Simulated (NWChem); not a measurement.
# Correlation energy of AlCl

```xyz
2

Al     0.0000     0.0000    -1.2166
Cl     0.0000     0.0000     0.9303
```
Charge 0, spin multiplicity 1.

Everything below was run with NWChem. The geometry was optimised at PBE0/def2-SVP, a minimum by its harmonic frequencies.

Basis set: 3-21G. Each correlation energy counts from its own Hartree-Fock reference.

The correlated methods keep 10 core orbitals frozen. The structure started from a generated list of species. No row is a measurement; the coupled-cluster row has its own basis-set and correlation limits.

### Question
One of these methods gave a correlation energy of -89.9 mHa. Which?
A) CCSDT
B) MP2
C) CCSD
D) SCS-MP2

### Answer
A, CCSDT. The others give -88.2 (CCSD), -72.8 (SCS-MP2), -71.0 (MP2).
